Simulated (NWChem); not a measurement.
Molecule: C$_{2}$H$_{8}$AsGa; SMILES [CH3][Ga]([AsH2])[CH3]

```xyz
12

Ga    -0.0018    -0.8076    -0.0037
C      1.7444    -1.7669     0.0371
H      2.1662    -1.7878    -0.9757
H      1.6281    -2.8001     0.3801
H      2.4637    -1.2531     0.6833
C     -1.7313    -1.7956     0.0338
H     -1.7089    -2.6236    -0.6844
H     -2.5873    -1.1532    -0.1897
H     -1.8743    -2.2299     1.0316
As    -0.0058     1.6601     0.0445
H     -1.0689     1.7330    -1.0597
H      1.1478     1.7428    -0.9638
```
Atoms are numbered in this order, from 1.

Results from NWChem. Pople sets run with spherical d functions. Structure relaxed at the B3LYP/6-31G* (spherical d) level. Ions are spin-unrestricted doublets at the neutral geometry; other ion states weren't tried. Functional: LC-ωPBE (HJS hole) with 6-31G*; the question gives the range parameter ω in 1/bohr.

**Question.** Predict the results for range parameter (1/bohr) 0.20. Quantities: vertical ionisation energy, ΔSCF (eV); −ε(HOMO) (eV).

**Answer.** 
* **vertical ionisation energy, ΔSCF (eV)**: 8.48
* **−ε(HOMO) (eV)**: 7.95
